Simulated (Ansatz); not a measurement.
VOF3. Total charge 0; singlet. Geometry PBE0-D4/def2-SVP, basis def2-TZVP, Ansatz.

```tsv
run	HOMO (eV)	LUMO (eV)
A	-13.27	-2.98
B	-11.04	-4.33
C	-11.18	-4.26
D	-11.79	-3.99
E	-9.86	-5.09
F	-10.03	-4.85
```

B3LYP takes the VWN-RPA correlation. HSE06 is defined as in plane-wave codes, on full-range PBE exchange.

Problem. The runs used B3LYP, BHLYP, HSE06, LDA (SPW92), r2SCAN, r2SCAN0. Estimate which is which.

Solution. A BHLYP (50 % exact exchange); B HSE06 (range-separated); C B3LYP (20 % exact exchange); D r2SCAN0 (25 % exact exchange); E LDA (SPW92) (0 % exact exchange); F r2SCAN (0 % exact exchange). Exact exchange lowers occupied and raises empty levels; among semilocal functionals meta-GGAs tend to open the gap a little, and such runs are hard to tell apart. The gap grows from 4.77 eV (LDA (SPW92)) to 10.29 eV (BHLYP).
